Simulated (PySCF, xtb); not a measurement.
C5H5F, SMILES FC1=CCC=C1. One conformer was computed; it need not be the lowest.

Harmonic wavenumbers (cm⁻¹) from GFN2-xTB (xtb) at its own minimum, in rising order: 262, 350, 378, 570, 598, 742, 758, 775, 865, 892, 944, 982, 1035, 1049, 1079, 1190, 1211, 1258, 1350, 1393, 1574, 1665, 2956, 2981, 3141, 3158, 3166.

Question: What does PBE0-D3(BJ)/def2-SVP run with PySCF give at its own minimum? (An estimate is asked for; the answer gives what the named calculation found.)

Answer: 265, 369, 420, 612, 629, 692, 782, 805, 905, 938, 955, 964, 1009, 1076, 1109, 1230, 1273, 1321, 1376, 1442, 1622, 1729, 3050, 3092, 3242, 3264, 3276. Paired by order, the mean absolute difference is 49 cm⁻¹ and the zero-point energies are 51.9 and 53.5 kcal/mol.
